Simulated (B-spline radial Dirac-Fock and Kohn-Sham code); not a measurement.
Pd⁴⁺ 4d5/2: cross section and angular parameters

System: the Pd⁴⁺ ion, [Kr] 4d6; threshold 64.28 eV (orbital energy of the model). Method: Dirac-Hartree-Slater photoionisation with a Latter tail; cross sections with all multipoles, angular parameters from the dipole term and its interference with E2. Computed with a B-spline atomic structure program.

The run's input, task.json:

```json
{"items": [{
  "Z": 46,
  "q": 4,
  "cfg": [[1, 0, 2], [2, 0, 2], [2, 1, 6], [3, 0, 2], [3, 1, 6], [3, 2, 10], [4, 0, 2], [4, 1, 6], [4, 2, 6]],
  "A": 106,
  "rrms": 4.5318,
  "do": "xps",
  "hv": [58.2, 117.0, 119.0, 182.0, 200, 204.0, 274.0, 300, 316.0, 325.0, 375.0, 378.0, 524.0, 645.0, 1000, 1230.0, 1253.6, 1890.0, 2984.4, 3960.0, 4000, 4470.0, 5320.0, 5520.0, 8047.8, 10100.0, 10700.0, 11700.0, 12000, 13000.0]
}]}
```

Run with: `python xray2_run.py task.json out`

For linearly polarised light dσ/dΩ = σ/(4π) [1 + β P₂(cos θ) + (δ + γ cos²θ) sin θ cos φ], with θ from the polarisation vector and φ the angle between the beam and the projection of the electron momentum on the plane normal to the polarisation.

```csv
hν (eV),σ (kb),β,γ,δ
117,134,-0.793,0.046,0.025
119,139,-0.835,0.067,0.021
182,291,0.250,0.072,-0.012
200,299,0.435,0.050,-0.011
204,298,0.470,0.046,-0.011
274,255,0.851,-0.004,-0.005
300,233,0.934,-0.014,-0.003
316,219,0.976,-0.019,-0.001
325,212,0.998,-0.020,0.000
375,?,?,?,?
378,173,1.099,-0.024,0.004
524,99.5,1.244,-0.004,0.013
645,65.5,1.293,0.034,0.019
1000,23.7,1.316,0.172,0.034
1230,13.9,1.296,0.261,0.042
1253.6,13.2,1.293,0.270,0.043
1890,4.18,1.207,0.485,0.067
2984.4,1.02,1.065,0.762,0.108
3960,0.396,0.962,0.940,0.146
4000,0.383,0.958,0.946,0.147
4470,0.261,0.916,1.014,0.165
5320,0.141,0.849,1.118,0.198
5520,0.124,0.835,1.139,0.206
8047.8,0.0308,0.695,1.342,0.297
10100,0.0129,0.615,1.453,0.366
10700,0.0103,0.595,1.480,0.386
11700,0.00726,0.564,1.521,0.418
12000,0.00656,0.556,1.532,0.427
13000,0.00477,0.529,1.565,0.458
```

Q: Give the values at 375 eV.

A: σ = 175 kb, β = 1.094, γ = -0.024, δ = 0.004.
